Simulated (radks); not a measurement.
Task: Species: the phosphorus ion P4+. Configuration: [Ne] 3s1. Calculated with a radial shooting solver on a logarithmic mesh with Libxc functionals: scalar-relativistic Kohn-Sham, LB94 model potential, spin-polarised, spherical densities, finite nucleus; open shells are filled with parallel spins first; Fermi nuclear charge, rms radius 3.1889 fm. Some entries of the table are withheld. Estimate them.

orbital,occ.,eigenvalue (eV),<r> (bohr),r(max) (bohr)
1s up,1,-2189.441,0.1031,(1)
1s down,1,-2189.069,0.1031,(2)
2s down,1,-244.7209,0.5193,0.4193
2s up,1,-244.6641,0.5167,0.4188
2p down,3,-196.0142,0.4809,0.3513
2p up,3,-195.8926,0.4777,0.3510
3s down,0,-69.9478,1.535,1.382
3s up,1,-66.5371,1.569,1.400

Result: 
(1) 1s up r(max) (bohr): 0.06766
(2) 1s down r(max) (bohr): 0.06766
